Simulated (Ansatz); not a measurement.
Ansatz (a quantum-chemistry and plane-wave program) job for B(CCH)(F)2 (C2HBF2), SMILES C#CB(F)F, PBE0/def2-SVPD. The structure is a stationary point at PBE0-D3(BJ)/def2-SVP.

Ansatz 0.2 input:
```yaml
crystal:
  periodic: [false, false, false]
  atoms:
    - {symbol: B, position_ang: [0.00000001, 0.00000000, 0.47721428]}
    - {symbol: C, position_ang: [0.00000000, 0.00000000, -1.04943946]}
    - {symbol: C, position_ang: [-0.00000000, 0.00000000, -2.26438851]}
    - {symbol: H, position_ang: [0.00000000, -0.00000001, -3.34047639]}
    - {symbol: F, position_ang: [-0.00000000, -1.12637565, 1.15763182]}
    - {symbol: F, position_ang: [-0.00000000, 1.12637565, 1.15763183]}
basis:
  gaussian:
    orbitals: def2-SVPD
hamiltonian:
  xc: {name: PBE0}
```

Output:

```
WARN ansatz: RAYON_NUM_THREADS=1 ignored (pool sized by the plan → 1); use --threads N
Functional definition: PBE0
integrals: 0.04 GiB planned
931 factors; their error is unknown
mean field: 0.37 GiB planned
mean field evaluation 1: about -8183.1639 eV, gradient 4.5e1 eV
mean field evaluation 2: about -8182.3714 eV, gradient 5.2e1 eV
mean field evaluation 4: about -8187.1564 eV, gradient 1.6e0 eV
mean field evaluation 8: about -8187.1987 eV, gradient 9.3e-2 eV
mean field -8187.19876447 eV, -300.8740051115 hartree, gradient 2.5e-5 eV, S^2 0.000000; 0 other end points of the search recorded, 0 dependent functions left out
reference -8187.19879743 eV, -300.8740063227 hartree; 18, 18 occupied and 96, 96 virtual orbitals, 931 factors
Total energy: -8187.19879743 eV, -300.8740063227 hartree
```

Self-consistency was reached.

Cost: very roughly 1.4 core-seconds.
